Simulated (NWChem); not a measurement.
System: GeH₂O, singlet; SMILES [OH][GeH]

NWChem input:

```
start job
memory heap 200 mb stack 900 mb global 1100 mb
geometry units angstroms noautoz
  Ge     0.039033    -0.402786     0.000000
  H     -1.599268    -0.481565     0.000000
  O      0.134194     1.407569     0.000000
  H     -0.745841     1.830270     0.000000
end
basis spherical
  * library def2-tzvp
end
dft
  xc mpw1k
  iterations 150
  mulliken
end
task dft energy
```

NWChem printed, in part:

```
             Northwest Computational Chemistry Package (NWChem) 7.3.0
             --------------------------------------------------------

 CS  symmetry detected

                             Geometry "geometry" -> ""
                             -------------------------

 Output coordinates in angstroms (scale by  1.889725989 to convert to a.u.)

  No.       Tag          Charge          X              Y              Z
 ---- ---------------- ---------- -------------- -------------- --------------
    1 Ge                  32.0000     0.05256918    -0.39460699     0.00000000
    2 H                    1.0000    -1.58225664    -0.52719974     0.00000000
    3 O                    8.0000     0.08816643     1.41789782     0.00000000
    4 H                    1.0000    -0.80528850     1.81144072     0.00000000

 Effective nuclear repulsion energy (a.u.)      98.4075691357

      Symmetry information
      --------------------

 Group name             Cs
 Group number              2
 Group order               2
 No. of unique centers     4

                                 NWChem DFT Module
                                 -----------------

 Summary of "ao basis" -> "ao basis" (spherical)
 ------------------------------------------------------------------------------
       Tag                 Description            Shells   Functions and Types
 ---------------- ------------------------------  ------  ---------------------
 Ge                        def2-tzvp                16       48   6s5p4d1f
 H                         def2-tzvp                 4        6   3s1p
 O                         def2-tzvp                11       31   5s3p2d1f

      Symmetry analysis of basis
      --------------------------

        a'         63
        a"         28

            General Information
            -------------------
          SCF calculation type: DFT
          Wavefunction type:  closed shell.
          No. of atoms     :     4
          No. of electrons :    42
           Alpha electrons :    21
            Beta electrons :    21
          Charge           :     0
          Spin multiplicity:     1
          Use of symmetry is: on ; symmetry adaption is: on
          Maximum number of iterations: 150
          AO basis - number of functions:    91
                     number of shells:    35
          Convergence on energy requested:  1.00D-06
          Convergence on density requested:  1.00D-05
          Convergence on gradient requested:  5.00D-04

              XC Information
              --------------
                        MPW1K Method XC Functional
                     Hartree-Fock (Exact) Exchange  0.428
                        mPW91  Exchange Functional  0.572
                Perdew 1991 Correlation Functional  1.000 non-local
            Perdew 1991 LDA Correlation Functional  1.000 local

             Grid Information
             ----------------
          Grid used for XC integration:  medium
          Radial quadrature: Mura-Knowles
          Angular quadrature: Lebedev.
          Tag              B.-S. Rad. Rad. Pts. Rad. Cut. Ang. Pts.
          ---              ---------- --------- --------- ---------
          Ge                  1.25      112           9.0       590
          H                   0.35       45           9.0       434
          O                   0.60       49           8.0       434
          Grid pruning is: on
          Number of quadrature shells:   251
          Spatial weights used:  Erf1

      Superposition of Atomic Density Guess
      -------------------------------------

 Sum of atomic energies:       -2151.08998799

      Non-variational initial energy
      ------------------------------

 Total energy =   -2151.240223
 1-e energy   =   -3195.201480
 2-e energy   =     945.553688
 HOMO         =      -0.241319
 LUMO         =      -0.055076

      Symmetry analysis of molecular orbitals - initial
      -------------------------------------------------

  Numbering of irreducible representations:

     1 a'          2 a"

  Orbital symmetries:

     1 a'          2 a'          3 a'          4 a'          5 a"
     6 a'          7 a'          8 a'          9 a'         10 a"
    11 a'         12 a'         13 a'         14 a"         15 a"
    16 a'         17 a'         18 a'         19 a"         20 a'
    21 a'         22 a"         23 a'         24 a'         25 a'
    26 a'         27 a"         28 a'         29 a"         30 a'
    31 a'

     ---------------------------------------------
      Total Density - Mulliken Population Analysis
     ---------------------------------------------

    Atom       Charge   Shell Charges
 -----------   ------   -------------------------------------------------------
    1 Ge  32    31.34   2.00  2.00  1.17  0.78  0.98  0.96  5.98  4.40  1.59  0.72  0.62  8.92  1.09  0.03  0.07  0.03
    2 H    1     1.17   0.23  0.58  0.35  0.01
    3 O    8     8.94   0.79  1.18  0.60  0.97  0.25  2.02  2.20  0.91  0.00  0.01  0.00
    4 H    1     0.56   0.20  0.26  0.06  0.04

   convergence    iter        energy       DeltaE   RMS-Dens  Diis-err
 ---------------- ----- ----------------- --------- --------- ---------
 d= 0,ls=0.0,diis     1  -2153.4952851162 -2.25D+03  9.27D-03  6.41D-01
 d= 0,ls=0.0,diis     2  -2153.4246078188  7.07D-02  5.10D-03  1.34D+00
 d= 0,ls=0.0,diis     3  -2153.5559333770 -1.31D-01  6.39D-04  2.42D-02
 d= 0,ls=0.0,diis     4  -2153.5578769648 -1.94D-03  1.34D-04  9.28D-04
 d= 0,ls=0.0,diis     5  -2153.5579197748 -4.28D-05  5.92D-05  1.16D-04
  Resetting Diis
 d= 0,ls=0.0,diis     6  -2153.5579250737 -5.30D-06  1.94D-05  1.61D-06
 d= 0,ls=0.0,diis     7  -2153.5579254502 -3.76D-07  3.89D-06  7.13D-08

         Total DFT energy =    -2153.557925450207
      One electron energy =    -3196.368138261679
           Coulomb energy =     1032.912378451799
    Exchange-Corr. energy =      -88.509734776061
 Nuclear repulsion energy =       98.407569135734

 Numeric. integr. density =       42.000005339250

                  Occupations of the irreducible representations
                  ----------------------------------------------

                     irrep           alpha         beta
                     --------     --------     --------
                     a'               16.0         16.0
                     a"                5.0          5.0

                       DFT Final Molecular Orbital Analysis
                       ------------------------------------

 Vector   19  Occ=2.000000D+00  E=-3.927877D-01  Symmetry=a"
              MO Center=  6.1D-02,  1.3D+00,  1.1D-15, r^2= 9.1D-01
   Bfn.  Coefficient  Atom+Function         Bfn.  Coefficient  Atom+Function
  ----- ------------  ---------------      ----- ------------  ---------------
    62      0.438104  3 O  pz                65      0.383452  3 O  pz
    68      0.283549  3 O  pz                18      0.129557  1 Ge pz
    21      0.093906  1 Ge pz                12     -0.059598  1 Ge pz
    23     -0.049804  1 Ge d -1              38      0.030495  1 Ge d -1
    33      0.029309  1 Ge d -1

 Vector   20  Occ=2.000000D+00  E=-3.868406D-01  Symmetry=a'
              MO Center= -1.6D-01,  7.1D-01,  4.1D-15, r^2= 2.3D+00
   Bfn.  Coefficient  Atom+Function         Bfn.  Coefficient  Atom+Function
  ----- ------------  ---------------      ----- ------------  ---------------
    61      0.321828  3 O  py                64      0.275396  3 O  py
    17     -0.223024  1 Ge py                60      0.212952  3 O  px
    67      0.206534  3 O  py                 6      0.197589  1 Ge s
    63      0.179349  3 O  px                 5      0.157081  1 Ge s
    50      0.145740  2 H  s                 66      0.120804  3 O  px

 Vector   21  Occ=2.000000D+00  E=-2.877884D-01  Symmetry=a'
              MO Center= -8.8D-02, -5.5D-01, -2.3D-15, r^2= 2.6D+00
   Bfn.  Coefficient  Atom+Function         Bfn.  Coefficient  Atom+Function
  ----- ------------  ---------------      ----- ------------  ---------------
     6      0.379344  1 Ge s                  5      0.348953  1 Ge s
    16      0.324907  1 Ge px                19      0.273553  1 Ge px
    50     -0.235325  2 H  s                 51     -0.201577  2 H  s
     4     -0.163632  1 Ge s                 10     -0.144283  1 Ge px
    20     -0.144217  1 Ge py                17     -0.136669  1 Ge py

 Vector   22  Occ=0.000000D+00  E=-6.502672D-02  Symmetry=a"
              MO Center=  9.3D-03, -4.1D-01,  4.5D-14, r^2= 2.9D+00
   Bfn.  Coefficient  Atom+Function         Bfn.  Coefficient  Atom+Function
  ----- ------------  ---------------      ----- ------------  ---------------
    21      0.694239  1 Ge pz                18      0.437492  1 Ge pz
    12     -0.196526  1 Ge pz                68     -0.181504  3 O  pz
    62     -0.157262  3 O  pz                65     -0.127346  3 O  pz
     9      0.075800  1 Ge pz                15     -0.049798  1 Ge pz
    38     -0.043727  1 Ge d -1

 Vector   23  Occ=0.000000D+00  E= 2.372782D-02  Symmetry=a'
              MO Center= -2.7D-01,  2.1D-01, -9.9D-15, r^2= 4.8D+00
   Bfn.  Coefficient  Atom+Function         Bfn.  Coefficient  Atom+Function
  ----- ------------  ---------------      ----- ------------  ---------------
    59      0.834461  3 O  s                 20     -0.720453  1 Ge py
    88     -0.677768  4 H  s                 51     -0.513714  2 H  s
    19     -0.511097  1 Ge px                17     -0.250439  1 Ge py
    66     -0.155220  3 O  px                57      0.148728  3 O  s
    16     -0.146310  1 Ge px                11      0.108198  1 Ge py

 Vector   24  Occ=0.000000D+00  E= 8.372025D-02  Symmetry=a'
              MO Center= -6.2D-01, -5.8D-01, -6.9D-15, r^2= 4.6D+00
   Bfn.  Coefficient  Atom+Function         Bfn.  Coefficient  Atom+Function
  ----- ------------  ---------------      ----- ------------  ---------------
    51      1.630165  2 H  s                  6     -1.352448  1 Ge s
    19      1.171027  1 Ge px                20     -0.674121  1 Ge py
    59      0.438370  3 O  s                 67     -0.342738  3 O  py
     5     -0.255393  1 Ge s                 16      0.233987  1 Ge px
    88      0.222094  4 H  s                  4      0.149833  1 Ge s

     ---------------------------------------------
      Total Density - Mulliken Population Analysis
     ---------------------------------------------

    Atom       Charge   Shell Charges
 -----------   ------   -------------------------------------------------------
    1 Ge  32    31.67   2.00  2.00  1.18  0.78  1.06  0.83  5.98  4.43  1.57  0.98  0.66  8.88  1.08  0.10  0.10  0.04
    2 H    1     1.07   0.23  0.57  0.27  0.01
    3 O    8     8.60   0.79  1.18  0.58  0.94  0.31  1.86  1.96  0.95  0.00  0.02  0.00
    4 H    1     0.66   0.25  0.33  0.03  0.05

     -------------------------------------------
      Total Density - Lowdin Population Analysis
     -------------------------------------------

    Atom       Charge   Shell Charges
 -----------   ------   -------------------------------------------------------
    1 Ge  32    31.73   2.00  2.00  1.14  0.84  0.81  0.74  5.92  3.95  2.06  0.97  0.84  8.54  1.21  0.35  0.26  0.11
    2 H    1     1.12   0.24  0.50  0.36  0.02
    3 O    8     8.31   0.87  1.09  0.56  0.63  0.34  1.72  1.95  1.11  0.00  0.03  0.00
    4 H    1     0.84   0.25  0.32  0.11  0.16

     Multipole analysis of the density
     ---------------------------------

     L   x y z        total         alpha         beta         nuclear
     -   - - -        -----         -----         ----         -------
     0   0 0 0     -0.000000    -21.000000    -21.000000     42.000000

     1   1 0 0     -0.477936     -0.238968     -0.238968      0.000000
     1   0 1 0     -0.191968     -0.095984     -0.095984     -0.000000
     1   0 0 1     -0.000000     -0.000000     -0.000000      0.000000

     2   2 0 0    -18.792450    -15.293204    -15.293204     11.793957
     2   1 1 0     -2.035118     -0.502803     -0.502803     -1.029511
     2   1 0 1      0.000000      0.000000      0.000000      0.000000
     2   0 2 0    -18.307400    -53.123502    -53.123502     87.939603
     2   0 1 1      0.000000      0.000000      0.000000      0.000000
     2   0 0 2    -16.224325     -8.112163     -8.112163      0.000000
```

Level: MPW1K/def2-TZVP. Low-valent species are run as closed-shell singlets; no triplet was tried in these runs. Coordinates come from a PBE-D3(BJ)/def2-SVP optimisation.
